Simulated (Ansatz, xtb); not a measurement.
**Two isomers of FGeH6NSi**

Structure I is `N[Si@@H](F)[GeH3]`, a singlet and structure II is `[NH2][GeH2][SiH2]F`, a singlet. Both are isolated molecules in the gas phase, relaxed with B3LYP-D3(BJ)/def2-SVP; the shapes shown needn't be the lowest conformers.

I (Å):

```yaml
atoms:
  - { symbol: F, position_ang: [-1.2319, 0.3083, -0.5910] }
  - { symbol: Ge, position_ang: [-0.3753, -2.1722, 1.3280] }
  - { symbol: N, position_ang: [-0.2667, 1.1176, 1.9236] }
  - { symbol: Si, position_ang: [-1.2409, 0.0268, 1.0265] }
  - { symbol: H, position_ang: [-0.5772, 2.0633, 2.1267] }
  - { symbol: H, position_ang: [0.7466, 1.0579, 1.9031] }
  - { symbol: H, position_ang: [-2.6493, 0.2138, 1.4621] }
  - { symbol: H, position_ang: [-0.6401, -2.6756, 2.7631] }
  - { symbol: H, position_ang: [-0.9955, -3.1784, 0.3376] }
  - { symbol: H, position_ang: [1.1545, -2.1630, 1.1058] }
```

II (Å):

```tsv
atom	x (Å)	y (Å)	z (Å)
F	-1.4426	-0.7631	3.2124
Ge	-0.9272	0.2290	0.1663
N	-2.6864	-0.3083	-0.0798
Si	-0.7675	0.5653	2.5270
H	-2.9155	-0.5802	-1.0352
H	-2.9485	-1.0772	0.5367
H	-0.7304	1.5392	-0.6268
H	0.1418	-0.7891	-0.3253
H	-1.5416	1.7552	2.9785
H	0.6374	0.6744	3.0131
```

Quicker runs give these differences E(II) − E(I): GFN2-xTB +6.7 kcal/mol; HF/STO-3G +8.6 kcal/mol (at GFN2-xTB geometries); r2SCAN-D4/def2-SVP +16.6 kcal/mol (at GFN2-xTB geometries).

**Question.** Estimate E(II) − E(I) at the level CCSD(T)/def2-SVP + ΔMP2/def2-TZVPP.

**Answer.** Calculated at CCSD(T)/def2-SVP + ΔMP2/def2-TZVPP: E(II) − E(I) = +18.2 kcal/mol, so structure I lies lower.

Level by level:

```tsv
level	geometry	E(II) − E(I) (kcal/mol)	departure from the last row (kcal/mol)	job, with rough time for the two
GFN2-xTB	GFN2-xTB	+6.7	−11.5	optimisation, 0.57 s
HF/STO-3G	GFN2-xTB	+8.6	−9.6	single point, 2.8 s
r2SCAN-D4/def2-SVP	GFN2-xTB	+16.6	−1.6	single point, 12 s
B3LYP-D3(BJ)/def2-SVP	B3LYP-D3(BJ)/def2-SVP	+18.1	−0.1	optimisation, 5.4 min
HF/def2-SVP	B3LYP-D3(BJ)/def2-SVP	+18.0	−0.2	part of the CCSD(T) run
MP2/def2-SVP	B3LYP-D3(BJ)/def2-SVP	+18.0	−0.2	part of the CCSD(T) run
CCSD(T)/def2-SVP	B3LYP-D3(BJ)/def2-SVP	+17.6	−0.6	single point
CCSD(T)/def2-SVP + ΔMP2/def2-TZVPP	B3LYP-D3(BJ)/def2-SVP	+18.2		single point, 95 s
```

As drawn, II has 1 Ge–N, 1 Si–H in place of 1 N–Si, 1 Ge–H.

The levels shown agree on the order. The largest departure from CCSD(T)/def2-SVP + ΔMP2/def2-TZVPP is that of GFN2-xTB, 11.5 kcal/mol. The last row adds to CCSD(T) the change of the MP2 difference between the two basis sets, here +0.6 kcal/mol.

With harmonic frequencies from B3LYP-D3(BJ)/def2-SVP (ideal gas, rigid rotor, one conformer each, 298.15 K, 1 atm): on the last row, ΔE + ΔZPE = +18.4 kcal/mol. A mode under 50 cm⁻¹ makes harmonic enthalpies and free energies unreliable, so none is given.

The correlated steps freeze 16 core orbitals; the filled d shell of Ge is correlated, in a basis made for valence electrons. Run with Ansatz 0.2.0, xtb 6.7.1; the last row on 2 threads of AMD EPYC (Zen 3) on a shared host.
